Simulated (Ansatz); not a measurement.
Geometry optimisation, RKS PBE/def2-SVP in Ansatz 0.2.0.

Input:

```yaml
crystal:
  periodic: [false, false, false]
  atoms:
    - { symbol: Ge, position_ang: [-0.764, -0.5312, -0.1675] }
    - { symbol: F, position_ang: [1.0188, -1.263, 0.6853] }
    - { symbol: F, position_ang: [-0.6203, -1.7386, -1.3618] }
    - { symbol: F, position_ang: [-1.5815, -0.9708, 1.2602] }
    - { symbol: F, position_ang: [-1.9763, 0.4604, -0.9177] }
    - { symbol: H, position_ang: [1.3665, -0.1199, 0.5366] }
    - { symbol: "N", position_ang: [0.8274, 1.0106, 0.062] }
    - { symbol: H, position_ang: [0.5766, 1.7441, 0.7127] }
    - { symbol: H, position_ang: [1.1526, 1.4083, -0.8098] }
basis:
  gaussian: { orbitals: def2-SVP }
hamiltonian:
  xc: pbe
relax:
  f_tol: 0.15
  max_steps: 25
  restrain:
    - { distance: [0, 6], at: 3.21, k: 30.0 }
    - { distance: [5, 1], at: 2.18, k: 30.0 }
    - { distance: [0, 1], at: 1.77, k: 30.0 }
    - { distance: [5, 6], at: 1.02, k: 30.0 }
```

Command:

```bash
$ ansatz run input.yaml --threads 2 --pin off --max-ram 3072MiB --backend cpu --events-out ev --progress --plain --runs-dir out
```

Where does it end, and by what steps?

It converged. The restraints hold the end off the free minimum. After 15 steps the energy has fallen by 0.695 eV (the restraints' own energy left out); F5 moved furthest, 1.35 Å. Joined: H6–N7 (1.34 → 1.02 Å).

```json
{"step": "0", "energy less start (eV)": "0.0000", "largest force component (eV/Å)": "3.047", "accepted": "yes"}
{"step": "1", "energy less start (eV)": "0.3260", "largest force component (eV/Å)": "3.552", "accepted": "yes"}
{"step": "2", "energy less start (eV)": "0.3479", "largest force component (eV/Å)": "2.926", "accepted": "yes"}
{"step": "3", "energy less start (eV)": "0.2181", "largest force component (eV/Å)": "1.580", "accepted": "yes"}
{"step": "4", "energy less start (eV)": "-0.0389", "largest force component (eV/Å)": "1.031", "accepted": "yes"}
{"step": "5", "energy less start (eV)": "-0.2645", "largest force component (eV/Å)": "0.560", "accepted": "yes"}
{"step": "6", "energy less start (eV)": "-0.4185", "largest force component (eV/Å)": "0.342", "accepted": "yes"}
{"step": "7", "energy less start (eV)": "-0.4695", "largest force component (eV/Å)": "0.480", "accepted": "yes"}
{"step": "8", "energy less start (eV)": "-0.5009", "largest force component (eV/Å)": "0.567", "accepted": "yes"}
{"step": "9", "energy less start (eV)": "-0.5432", "largest force component (eV/Å)": "0.619", "accepted": "yes"}
{"step": "10", "energy less start (eV)": "-0.6021", "largest force component (eV/Å)": "0.521", "accepted": "yes"}
{"step": "11", "energy less start (eV)": "-0.6662", "largest force component (eV/Å)": "0.550", "accepted": "yes"}
{"step": "12", "energy less start (eV)": "-0.6921", "largest force component (eV/Å)": "0.629", "accepted": "yes"}
{"step": "13", "energy less start (eV)": "-0.6800", "largest force component (eV/Å)": "0.563", "accepted": "no"}
{"step": "14", "energy less start (eV)": "-0.6945", "largest force component (eV/Å)": "0.591", "accepted": "yes"}
{"step": "15", "energy less start (eV)": "-0.6948", "largest force component (eV/Å)": "0.678", "accepted": "yes"}
```

```xyz
9
Properties=species:S:1:pos:R:3
Ge -0.743 -0.991 -0.348
F 0.921 -1.478 -0.100
F -1.613 -2.403 -0.807
F -1.452 -0.395 1.108
F -0.883 0.147 -1.638
H 1.563 0.542 0.427
N 1.124 1.462 0.521
H 0.375 1.399 1.219
H 0.707 1.718 -0.381
```

Time of the run: 40 s on 2 threads of Intel(R) Xeon(R) Platinum 8175M CPU @ 2.50GHz (Skylake/Cascade Lake), with other jobs on the host, peak memory 0.17 GiB.
